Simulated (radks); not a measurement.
Species: Al0.5-. Configuration: [Ne] 3s2 3p(up 1, down 0.5) (fractional occupations, a model configuration).

All-electron calculation, scalar-relativistic Kohn-Sham, PBE, spin-polarised, spherical densities, finite nucleus; Fermi nuclear charge, rms radius 3.061 fm. Program: a radial shooting solver on a logarithmic mesh with Libxc functionals.

Energy parts (Ry):
| part | energy |
|---|---|
| total | -485.42425 |
| kinetic | 486.29476 |
| electron-nucleus | -1163.59960 |
| Hartree | 228.87908 |
| exchange-correlation | -36.99849 |

Orbitals (lengths in bohr, moments of r in powers of bohr; <r^-3> diverges for s and p1/2):
| orbital | occ. | eigenvalue (Ry) | <r> | <r^-3> |
|---|---|---|---|---|
| 1s up | 1 | -110.8444 | 0.1202 | - |
| 1s down | 1 | -110.8430 | 0.1202 | - |
| 2s up | 1 | -7.72862 | 0.6260 | - |
| 2s down | 1 | -7.72696 | 0.6261 | - |
| 2p up | 3 | -4.89737 | 0.6035 | 35.75 |
| 2p down | 3 | -4.89526 | 0.6035 | 35.75 |
| 3s up | 1 | -0.37557 | 2.614 | - |
| 3s down | 1 | -0.35288 | 2.608 | - |
| 3p up | 1 | -0.02814 | 3.918 | 1.078 |
| 3p down | 0.5 | -0.00623 | 4.090 | 1.041 |

The highest occupied level is 3p down at -0.085 eV. Spin moment in Bohr magnetons: 0.5. The electron density at the nucleus is 1505 e/bohr^3 (large components only). The spin density at the nucleus is -0.05779 e/bohr^3 (1s -0.01252, 2s 0.00825, 3s -0.05352). Summed over all electrons, <r^2> = 50.01 bohr^2, which gives a Langevin (diamagnetic) susceptibility term of -39.6 x 10^-6 cm^3/mol.
